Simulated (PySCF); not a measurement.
Si(H)(Me)2(Cl) (C2H7ClSi), SMILES C[SiH](C)Cl. Atoms are numbered in the order given.

```xyz
11

Si    -0.3823    -0.4169     0.0000
C     -1.1698     0.2652     1.5500
C     -1.1698     0.2652    -1.5500
Cl     1.6375     0.1241     0.0000
H     -0.4258    -1.9086     0.0000
H     -2.2339    -0.0198     1.6015
H     -0.6694    -0.1189     2.4524
H     -1.1079     1.3650     1.5683
H     -0.6694    -0.1189    -2.4524
H     -2.2339    -0.0198    -1.6015
H     -1.1079     1.3650    -1.5683
```

Coordinates come from a r2SCAN-D4/def2-SVP optimisation.

Method: TDDFT-ωB97X/def2-SVPD (PySCF).

Vertical excitations. Gas-phase values at a fixed geometry. State labels are in the subgroup Cs.

**Question.** List the lowest excited states. (Estimate from the structure and the level; the computed values follow.)

**Answer.** 
```tsv
state	symmetry	energy (eV)	λ (nm)	f	main pairs
S1	A'	8.16	152	0.022	HOMO−1→LUMO+1 88 %
S2	A"	8.22	151	0.011	HOMO→LUMO+1 87 %
S3	A"	8.79	141	0.135	HOMO→LUMO 80 %
S4	A'	8.86	140	0.039	HOMO−1→LUMO 73 %
S5	A"	9.08	137	0.048	HOMO−1→LUMO+2 70 %, HOMO−1→LUMO+8 13 %
S6	A'	9.26	134	0.029	HOMO→LUMO+2 72 %
S7	A"	9.44	131	0.030	HOMO−2→LUMO+1 49 %, HOMO→LUMO+3 17 %, HOMO→LUMO+4 11 %
S8	A'	9.46	131	0.111	HOMO−3→LUMO+1 36 %, HOMO−1→LUMO+3 28 %, HOMO−1→LUMO+4 14 %
S9	A"	9.71	128	0.010	HOMO→LUMO+3 24 %, HOMO−2→LUMO 22 %, HOMO−2→LUMO+1 19 %, HOMO→LUMO+5 12 %
S10	A'	9.86	126	0.169	HOMO−1→LUMO+3 37 %, HOMO−3→LUMO+1 15 %, HOMO−3→LUMO 9 %, HOMO−1→LUMO 8 %
T1	A'	7.75	160	0	HOMO−1→LUMO+1 83 %
T2	A"	7.84	158	0	HOMO→LUMO+1 83 %
T3	A"	8.56	145	0	HOMO→LUMO 58 %, HOMO−1→LUMO+2 16 %
T4	A'	8.63	144	0	HOMO−1→LUMO 53 %, HOMO→LUMO+2 13 %, HOMO−3→LUMO+1 9 %
```
Triplets are in the Tamm–Dancoff approximation, which puts them higher than full response would, so one can lie above its singlet here.
